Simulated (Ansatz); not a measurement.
C₃H₉BO₂Te (`CC(C)[Te]B(O)O`), relaxed with RKS PBE0-D4/def2-TZVP in Ansatz from a PBE-D4/def2-SVP geometry. The force threshold is 0.005 eV/Å; the program also tests the step.

The species carries charge 0 and has multiplicity 1. Te takes the def2 core potential.

Start:

```xyz
16

C    -0.798    1.291    0.603
C     0.129    0.777   -0.490
C     0.152    1.657   -1.736
Te   -0.424   -1.296   -1.092
B     0.322   -2.209    0.761
O     0.203   -3.546    1.053
O     0.933   -1.384    1.666
H    -0.766    0.642    1.498
H    -0.481    2.313    0.913
H    -1.848    1.357    0.251
H     1.152    0.639   -0.090
H     0.466    2.688   -1.461
H    -0.853    1.736   -2.201
H     0.858    1.281   -2.503
H    -0.266   -4.058    0.372
H     1.220   -1.887    2.453
```

(1) How much energy does the relaxation release, and in how many steps? (Best estimate.)

(2) Which bonds change most? (An estimate is asked.)

(3) Give the relaxed structure. (Estimate.)

Answers

(1) Computed: 1.67 kcal/mol, in 9 steps, 1 of them rejected.

(2) The calculation gave: C2–Te4 from 2.229 to 2.176 Å; Te4–B5 from 2.197 to 2.175 Å; C2–H11 from 1.108 to 1.091 Å; C1–H9 from 1.114 to 1.097 Å.

(3) Computed: 
```xyz
16

C    -0.788    1.315    0.595
C     0.130    0.775   -0.480
C     0.141    1.634   -1.728
Te   -0.422   -1.254   -1.042
B     0.316   -2.198    0.773
O     0.211   -3.538    1.006
O     0.914   -1.418    1.710
H    -0.761    0.697    1.493
H    -0.473    2.329    0.872
H    -1.821    1.369    0.243
H     1.142    0.660   -0.089
H     0.443    2.654   -1.471
H    -0.853    1.693   -2.181
H     0.835    1.255   -2.481
H    -0.224   -4.037    0.313
H     1.210   -1.934    2.468
```
